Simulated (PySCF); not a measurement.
**Absolute configuration from chiroptical data**

Level of theory: TDDFT CAM-B3LYP/def2-SVPD circular dichroism and optical rotation, one conformer, gas phase in PySCF. Geometry: GFN2-xTB.

The calculation is non-relativistic, which matters for the atoms heavier than Zn.

Values for one enantiomer of C3H6F2Ge, R in 10⁻⁴⁰ esu² cm² (velocity form):
```
λ (nm)      f      R
   198  0.004   +7.0
   178  0.015  -52.1
   172  0.067   +1.9
   167  0.042  +39.8
   165  0.020  +27.6
   163  0.054  +17.9
   151  0.008  -16.0
   148  0.131  -34.4
   148  0.156  +26.5
   147  0.010  +11.6
   145  0.152   -5.8
   138  0.062  -45.6
   137  0.044  -10.5
   136  0.073  -39.6
   135  0.120  +61.3
   134  0.027  +34.7
```

[α] at 589.3 nm: +29 deg dm⁻¹ (g/mL)⁻¹ (origin-invariant length gauge).

Problem. Which structure gives these signs?
A. F[C@H]1C[CH2][Ge@H]1[F]
B. F[C@@H]1C[CH2][Ge@@H]1[F]

Solution. B. Its CIP labels in SMILES order are S, S; the other enantiomer gives every sign reversed.

Geometry of F[C@@H]1C[CH2][Ge@@H]1[F] as run:
```xyz
12

F    -0.385    2.321    0.210
C    -0.513    1.066   -0.318
C    -0.822   -0.014    0.729
C    -0.035   -1.233    0.216
Ge    1.154    0.004   -0.845
F     2.526    0.473    0.158
H    -1.269    1.134   -1.104
H    -1.887   -0.201    0.855
H    -0.413    0.321    1.683
H    -0.642   -1.870   -0.424
H     0.402   -1.843    1.001
H     1.885   -0.159   -2.188
```
